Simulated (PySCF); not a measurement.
CFNSi, SMILES `N#C[Si]F` (lower singlet), neutral singlet in the gas phase. This singlet lies 2.01 eV below the relaxed triplet at the level B3LYP/cc-pVTZ // PBE0-D3(BJ)/def2-TZVP (Ansatz).

Cartesian coordinates (Å):
```xyz
4

N     -1.9188    -0.1708     0.1916
C     -0.7947     0.0544     0.0471
Si     0.9565     0.7362    -0.2639
F      1.7570    -0.6198     0.0252
```
Charge 0, spin multiplicity 1.

All levels are single points at this geometry (PBE0-D3(BJ)/def2-TZVP); Pople sets use spherical d functions. Orbital energies aren't observables, and empty levels follow the basis.

```csv
level,HOMO (eV),LUMO (eV),gap (eV),dipole (D),"vertical IE, Delta-SCF (eV)"
PBE0-D3(BJ)/def2-TZVP in PySCF,-8.37,-3.56,4.81,2.76,–
B3LYP/3-21G in PySCF,-7.77,-3.46,4.31,2.35,–
B3LYP/6-311+G** in PySCF,-8.30,-3.88,4.43,2.87,–
B3LYP/6-31G* in PySCF,-7.96,-3.51,4.45,2.61,10.66
B3LYP/LANL2DZ in PySCF,-8.32,-4.07,4.24,2.69,–
PBE/6-31G* in PySCF,-6.89,-4.13,2.76,2.42,10.32
```
